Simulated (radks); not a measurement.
Pb, 82 electrons, occupied as [Hg] 6p2 (the NIST ground configuration).

All-electron calculation, scalar-relativistic Kohn-Sham, Slater X-alpha with alpha = 1.031, spin-polarised, spherical densities, point nucleus; open shells are filled with parallel spins first (spin-orbit coupling, left out, can overturn this in heavy ions). Program: a radial shooting solver on a logarithmic mesh with Libxc functionals.

Energy parts (Ry):
| part | energy |
|---|---|
| total | -42129.3812 |
| kinetic | 47634.1083 |
| electron-nucleus | -104922.9240 |
| Hartree | 16304.6163 |
| exchange | -1145.1818 |

Orbitals (lengths in bohr, moments of r in powers of bohr; <r^-3> diverges for s and p1/2; r(max) is where P^2 peaks):
| orbital | occ. | eigenvalue (Ry) | <r^2> | r(max) | <r^-3> | <1/r> |
|---|---|---|---|---|---|---|
| 1s up | 1 | -6507.930 | 0.0003559 | 0.009824 | - | 101.6 |
| 1s down | 1 | -6507.927 | 0.0003559 | 0.009824 | - | 101.6 |
| 2s up | 1 | -1169.519 | 0.005386 | 0.05699 | - | 23.89 |
| 2s down | 1 | -1169.519 | 0.005386 | 0.05699 | - | 23.89 |
| 2p up | 3 | -1004.775 | 0.004583 | 0.04744 | 29880 | 20.98 |
| 2p down | 3 | -1004.774 | 0.004583 | 0.04744 | 29880 | 20.98 |
| 3s up | 1 | -282.4324 | 0.03453 | 0.1605 | - | 8.869 |
| 3s down | 1 | -282.4314 | 0.03453 | 0.1605 | - | 8.869 |
| 3p up | 3 | -235.0837 | 0.03572 | 0.1605 | 6965 | 8.025 |
| 3p down | 3 | -235.0826 | 0.03572 | 0.1605 | 6965 | 8.025 |
| 3d up | 5 | -186.8617 | 0.02952 | 0.1306 | 848.1 | 7.537 |
| 3d down | 5 | -186.8610 | 0.02952 | 0.1306 | 848.1 | 7.537 |
| 4s up | 1 | -64.82012 | 0.1642 | 0.3602 | - | 3.829 |
| 4s down | 1 | -64.81857 | 0.1642 | 0.3602 | - | 3.829 |
| 4p up | 3 | -49.22281 | 0.1876 | 0.3797 | 1725 | 3.445 |
| 4p down | 3 | -49.22102 | 0.1876 | 0.3797 | 1725 | 3.445 |
| 4d up | 5 | -31.15525 | 0.2091 | 0.3847 | 186.5 | 3.106 |
| 4d down | 5 | -31.15330 | 0.2091 | 0.3847 | 186.5 | 3.106 |
| 5s up | 1 | -11.29305 | 0.7935 | 0.7796 | - | 1.623 |
| 5s down | 1 | -11.29007 | 0.7931 | 0.7797 | - | 1.623 |
| 4f up | 7 | -11.11686 | 0.2350 | 0.3447 | 38.51 | 2.726 |
| 4f down | 7 | -11.11477 | 0.2350 | 0.3447 | 38.52 | 2.726 |
| 5p up | 3 | -6.90522 | 1.038 | 0.8690 | 328.5 | 1.392 |
| 5p down | 3 | -6.90034 | 1.035 | 0.8691 | 328.9 | 1.393 |
| 5d up | 5 | -1.99358 | 1.841 | 1.046 | 23.03 | 1.044 |
| 5d down | 5 | -1.96400 | 1.779 | 1.043 | 23.56 | 1.056 |
| 6s up | 1 | -1.15346 | 5.574 | 1.915 | - | 0.5757 |
| 6s down | 1 | -0.98828 | 5.233 | 1.869 | - | 0.5979 |
| 6p up | 2 | -0.45610 | 10.25 | 2.497 | 25.54 | 0.4190 |
| 6p down | 0 | -0.23729 | 10.52 | 2.404 | 27.97 | 0.4270 |

The highest occupied level is 6p up at -6.206 eV. Summed over all electrons, <r^2> = 64.66 bohr^2, which gives a Langevin (diamagnetic) susceptibility term of -51.2 x 10^-6 cm^3/mol. The density falls to 0.001 e/bohr^3 at r = 4.51 bohr. For comparison, the ionisation energy in NIST's Atomic Spectra Database is 7.417 eV (measured). In exact Kohn-Sham theory the highest level is minus the ionisation energy, but local and semilocal functionals leave it too shallow, through self-interaction and a potential that decays too fast; potentials with the right tail come closer. Spin moment in Bohr magnetons: 2.
